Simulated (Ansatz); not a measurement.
Cost and result for the atomization energy of CH$_{6}$INSi (`C[SiH](N)I`) (10 atoms, 9 bonds).

```xyz
10

C    -0.286   -0.243    1.372
Si   -0.408    0.174   -0.432
N     1.133    0.583   -1.046
I    -1.450   -1.779   -1.552
H     0.380   -1.095    1.526
H     0.104    0.613    1.929
H    -1.267   -0.509    1.770
H    -1.319    1.304   -0.727
H     1.201    0.982   -1.970
H     1.913   -0.031   -0.870
```

The species carries charge 0 and has multiplicity 1. Correlated methods include outer-core shells of I, which these sets cover unevenly. I: def2 effective core potential. The geometry is a stationary point of PBE0-D4/def2-TZVP. It is one conformer, not always the lowest. Program: Ansatz. All runs use 4 threads of an Intel Xeon 6975P-C on a shared host. Times are those of one run each, without the atoms' runs, and a repeat can differ threefold. Electronic energies, without spin–orbit coupling; frozen cores. CCSD(T)/CBS adds CCSD(T) − MP2 in def2-TZVPP to the MP2 limit, and its time is that of the two runs behind it. T1 = 0.009. With those shells the extrapolation isn't a true limit. HSE06 is the plane-wave form, built on full-range PBE exchange.

CCSD(T)/CBS is a level of theory with its own doubt, some kJ/mol a heavy atom from the limit and from the frozen cores, so smaller differences don't rank the functionals.

```tsv
level	functions	wall time	atomization (kcal/mol)	difference from CCSD(T)/CBS	per bond
BLYP-D4/def2-TZVPP	238	1.6 s	810.5	-7.5	-0.8
PBE-D4/def2-TZVPP (with forces)	238	2 s	823.2	5.2	0.6
HSE06-D4/def2-TZVPP	238	2.2 s	814.3	-3.7	-0.4
BHLYP-D4/def2-TZVPP	238	2.4 s	797.5	-20.5	-2.3
r2SCAN-D4/def2-TZVPP (with forces)	238	2.7 s	814.0	-4.0	-0.4
CCSD(T)/def2-SVP	102	3.9 s	756.3	-61.7	-6.9
B2PLYP/def2-TZVPP	238	3.9 s	804.8	-13.2	-1.5
ωB97X-V/def2-TZVPP	238	4.5 s	817.9	-0.1	0.0
B97M-V/def2-TZVPP	238	4.6 s	814.3	-3.7	-0.4
ωB97M-V/def2-TZVPP (with forces)	238	8 s	816.3	-1.7	-0.2
MP2/def2-QZVPP	446	16 s	816.1	-1.9	-0.2
CCSD(T)/def2-TZVPP	238	59 s	792.5	-25.5	-2.8
CCSD(T)/CBS(def2)	–	75 s	818.0	0.0	0.0
```

Leaving LDA and LC-ωPBE aside and taking each functional with its dispersion term where it has one, the values spread over 25.7 kcal/mol, from BHLYP-D4 to PBE-D4. LDA lies +101.5 kcal/mol from PBE without D4, its usual overbinding. From r2SCAN to r2SCAN0 (25 % exact exchange), in def2-TZVPP and without D4, the atomization energy moves by −8.9 kcal/mol: exact exchange takes away binding that semilocal exchange gives to molecules. The D4 term adds +9.0 kcal/mol with B3LYP and +4.7 kcal/mol with PBE0; it sums over pairs of atoms, weighted by their polarisabilities, and B3LYP, whose exchange is more repulsive, gets the larger term.

B3LYP here is the variant with VWN-RPA as its local correlation; programs differ in this.

Spin–orbit coupling would lower the free I atoms strongly, and the atomization energy with them, by more than many differences here.
